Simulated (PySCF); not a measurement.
Molecule: SMILES [SiH2](F)C(C)C. Atoms near the plane z = 0.8 Å, at the GFN2-xTB optimised geometry (x, y, z in Å): C1 (1.4, -0.5, 0.0), C2 (-0.2, -0.5, 0.0), C3 (-0.7, 1.0, 0.0), Si4 (-0.9, -1.5, 1.5), F5 (-2.5, -1.5, 1.3), H6 (1.8, -1.5, 0.0), H8 (1.8, 0.0, 0.9), H10 (-0.3, 1.5, 0.9), H12 (-1.8, 1.0, 0.0), H14 (-0.5, -2.9, 1.4).

Method: PBE0/def2-TZVP in PySCF. The values are rescaled to run from 0 to 1.

```
|+++++++++++++++++++++++++++++++|
|+++++++++++++++++++++++++++++++|
|+++++++++++++++++++++++++++++++|
|+++++++++++++++++++++++++++++++|
|+++++++++++++++++++++++++++++++|
|+++++++++++++++++++++++++++++++|
|+++++++++++++++++++++++++++++++|
|+++++++++++++++++++++++++++++++|
|++++++++++++*++++++++++++++++++|
|+++++++++++*+. ++++++++++++++++|
|++++++++++**+  +*++++++++++++++|
|+++++++++***+=++*++++++++++++++|
|++++++++++*******++++++++++++++|
|++++++++++******++++*++++++++++|
|+++++++++++******+**+++++++++++|
|++++++++++++********+  ++++++++|
|++++++++++++*+******+:-++++++++|
|+++++***++++++++****+++*+++++++|
|++++**#***+++=++********+++++++|
|+++*#@@%**+*+=+++******++++++++|
|+++*%@@@#**#%*++++++**+++++++++|
|+++*@@@@#**%@*+++++++++++++++++|
|+++*#@@%******+++++++++++++++++|
|+++**##***+++++++++++++++++++++|
|+++++***+++++++++++++++++++++++|
|+++++++++++++++++++++++++++++++|
|+++++++++++++++++++++++++++++++|
|+++++++++++++++++++++++++++++++|
|+++++++++++++++++++++++++++++++|
|+++++++++++++++++++++++++++++++|
|+++++++++++++++++++++++++++++++|
```
Scale: ten equal steps from 0.000 (start of ' ') to 1.00 (end of '@'), in the order ' .:-=+*#%@'; x runs from -4.00 to 4.00, y from -4.00 (bottom) to 4.00 (top).

Problem. Which quantity is mapped?
A) electrostatic potential
B) Laplacian of the electron density
C) an orbital amplitude
D) deformation density (molecule minus spherical neutral atoms)

Solution. B, Laplacian of the electron density. In full: Laplacian of the electron density (e/bohr⁵), clipped to [-1.50, 1.50].
